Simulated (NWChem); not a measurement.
# Correlation energy of thionyl fluoride (F₂OS)

```xyz
4

O     -1.3917    -0.3297     0.0000
S     -0.1604     0.4112     0.0000
F      0.7611    -0.2190     1.1690
F      0.7611    -0.2190    -1.1690
```
Charge 0, spin multiplicity 1.

Everything below was run with NWChem. The geometry was optimised at PBE0/def2-SVP, a minimum by its harmonic frequencies.

Basis set: 3-21G. Each correlation energy counts from its own Hartree-Fock reference.

The correlated methods keep 8 core orbitals frozen. Coupled-cluster values serve here as a point of comparison, not as the truth.

Q: For the correlation energy, CR-CCSD(T) gives -450.0 mHa and MP2 gives -443.0 mHa. What do CCSD, CCSD+T(CCSD), SCS-MP2 give?

A: CCSD: -439.0 mHa; CCSD+T(CCSD): -455.3 mHa; SCS-MP2: -428.0 mHa.
